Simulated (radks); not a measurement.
Problem. All-electron atom: Nb IV in [Kr] 4d2. All-electron calculation, scalar-relativistic Kohn-Sham, r2SCAN, spin-unpolarised, spherical densities, finite nucleus; meta-GGA in the generalised Kohn-Sham scheme; Fermi nuclear charge, rms radius 4.324 fm. Program: a radial shooting solver on a logarithmic mesh with Libxc functionals. Some entries of the table are withheld. Estimate them.

orbital  occ.  eigenvalue (Ry)  r(max) (bohr)  <1/r> (bohr^-1)
1s          2        -1387.803        0.02349              (1)
2s          2        -196.9865         0.1331            9.542
2p          6        -175.9569         0.1065            9.272
3s          2        -35.17573         0.3949            3.262
3p          6        -28.23115         0.3890            3.095
3d         10        -16.91803         0.3355              (2)
4s          2              (3)          1.030            1.176
4p          6              (4)          1.116            1.048
4d          2         -2.22045          1.390           0.7707
5s          0              (5)          2.606           0.4609
5p          0         -1.38256          3.034           0.3894

Solution. 
(1) 1s <1/r> (bohr^-1): 42.39
(2) 3d <1/r> (bohr^-1): 2.854
(3) 4s eigenvalue (Ry): -6.65894
(4) 4p eigenvalue (Ry): -4.81952
(5) 5s eigenvalue (Ry): -1.79882
